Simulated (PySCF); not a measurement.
Vertical excitations of a molecule C4H6BNO from TDA-CAM-B3LYP/def2-SVPD in PySCF, as energy in eV (oscillator strength): 3.24 (0.000), 3.59 (0.034), 5.39 (0.000), 6.27 (0.005), 6.73 (0.074), 6.77 (0.000), 6.99 (0.003), 7.02 (0.001), 7.10 (0.001), 7.33 (0.004). Lowest triplet (TDA): 2.15 eV. Geometry optimised at PBE-D3(BJ)/def2-SVP. Other conformers were not sampled.

Problem. Pick the molecule that these values belong to.
(A) CC1=CB(O)C=N1
(B) CC1=CB(O)N=C1
(C) C=C1C=CB(N)O1
(D) C=C1OC(=C)B1N

Solution. A, CC1=CB(O)C=N1
